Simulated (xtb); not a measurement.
C4H9O (SMILES [CH2]COCC), doublet, geometry from GFN2-xTB; GFN-FF (xtb).

Here is a job for xtb.
```
$ xtb mol.xyz --gfnff --uhf 1 --json

# file mol.xyz
14

C      1.10798705     1.18179737    -0.76313108
C      1.33034849    -0.07180201    -0.02021535
O      0.27650318    -1.01579934    -0.11597982
C     -0.85408114    -0.70550448     0.66520795
C     -1.67531244     0.46490693     0.13456300
H      0.67540127     1.14301983    -1.74337653
H      1.52015430     2.10484805    -0.40642384
H      1.54862473     0.14020034     1.03936909
H      2.19740896    -0.61752059    -0.43365216
H     -0.54235749    -0.49679618     1.70154342
H     -1.45465890    -1.61952186     0.66060789
H     -1.04658407     1.35510406     0.07587418
H     -2.51483962     0.65957172     0.79662790
H     -2.04882656     0.24110264    -0.86127870
```

It wrote (shortened):

```
   ID    Z sym.   atoms
    1    6 C      1, 2, 4, 5
    2    8 O      3
    3    1 H      6-14

           -------------------------------------------------
          |                Calculation Setup                |
           -------------------------------------------------

          ==================== Thresholds ====================
          CN  :   150.00000
          rep :   500.00000
          disp:  2500.00000
          HB1 :   250.00000
          HB2 :   450.00000

          Pauling EN used:
          Z : 1  EN :  2.20
          Z : 6  EN :  2.55
          Z : 8  EN :  3.44
          electric field strengths (au): 0.000

           -------------------------------------------------
          |           Force Field Initialization            |
           -------------------------------------------------

          distances ...
          ----------------------------------------
          generating topology and atomic info file ...
          pair mat ...
          computing topology distances matrix with Floyd-Warshall algo ...
          making topology EEQ charges ...
          #fragments for EEQ constrain: 1
          ----------------------------------------
          generating topology and atomic info file ...
          pair mat ...
          computing topology distances matrix with Floyd-Warshall algo ...
          making topology EEQ charges ...
          #fragments for EEQ constrain: 1
          rings ...
          # BATM   70
          # H in HB   2
          doing iterative Hueckel for 1 subsystem(s) ...

  atom   neighbors  erfCN metchar sp-hybrid imet pi  qest     coordinates
    1  C       3    2.78   0.00         2    0    0  -0.057    2.093792    2.233273   -1.442109
    2  C       4    3.50   0.00         3    0    0   0.064    2.513994   -0.135686   -0.038201
    3  O       2    1.91   0.00         3    0    0  -0.357    0.522515   -1.919583   -0.219170
    4  C       4    3.50   0.00         3    0    0   0.061   -1.613979   -1.333210    1.257061
    5  C       4    3.49   0.00         3    0    0  -0.058   -3.165882    0.878547    0.254287
    6  H       1    0.98   0.00         0    0    0   0.045    1.276323    2.159994   -3.294504
    7  H       1    0.98   0.00         0    0    0   0.045    2.872675    3.977586   -0.768030
    8  H       1    0.97   0.01         0    0    0   0.035    2.926477    0.264940    1.964123
    9  H       1    0.97   0.01         0    0    0   0.035    4.152501   -1.166945   -0.819484
   10  H       1    0.97   0.01         0    0    0   0.034   -1.024907   -0.938809    3.215451
   11  H       1    0.97   0.00         0    0    0   0.034   -2.748907   -3.060453    1.248368
   12  H       1    0.97   0.00         0    0    0   0.040   -1.977757    2.560776    0.143381
   13  H       1    0.97   0.00         0    0    0   0.040   -4.752358    1.246410    1.505409
   14  H       1    0.97   0.00         0    0    0   0.040   -3.871721    0.455618   -1.627581

          #atoms :   14
          #bonds :   13
          #angl  :   22
          #tors  :   22
          #nmol  :   1
          #optfrag :   1
           -------------------------------------------------
          |                   G F N - F F                   |
          |          A general generic force-field          |
          |                  Version 1.0.3                  |
           -------------------------------------------------
          Number of HB bonds (bound hydrogen)     0
          Number of HB bonds (unbound hydrogen)   12
          Number of XB bonds                      0

         :::::::::::::::::::::::::::::::::::::::::::::::::::::
         ::                     SUMMARY                     ::
         :::::::::::::::::::::::::::::::::::::::::::::::::::::
         :: total energy              -1.999093982582 Eh    ::
         :: gradient norm              0.023909103031 Eh/a0 ::
         ::.................................................::
         :: bond energy               -2.055950037612 Eh    ::
         :: angle energy               0.005341447338 Eh    ::
         :: torsion energy             0.000841682336 Eh    ::
         :: repulsion energy           0.106978676629 Eh    ::
         :: electrostat energy        -0.048992937813 Eh    ::
         :: dispersion energy         -0.006098031634 Eh    ::
         :: HB energy                  0.000000000000 Eh    ::
         :: XB energy                  0.000000000000 Eh    ::
         :: bonded atm energy         -0.001214781826 Eh    ::
         :: external energy            0.000000000000 Eh    ::
         :: add. restraining           0.000000000000 Eh    ::
         :: total charge               0.000000000000 e     ::
         :::::::::::::::::::::::::::::::::::::::::::::::::::::

           -------------------------------------------------
          |                Property Printout                |
           -------------------------------------------------

molecular dipole:
                 x           y           z       tot (Debye)
 q only:       -0.162       0.633       0.201       1.737

           -------------------------------------------------
          | TOTAL ENERGY               -1.999093982582 Eh   |
          | GRADIENT NORM               0.023909103031 Eh/α |
           -------------------------------------------------
########################################################################
[WARNING] Runtime exception occurred
-1- gfnff_setup: Could not read topology file.
########################################################################

normal termination of xtb
```
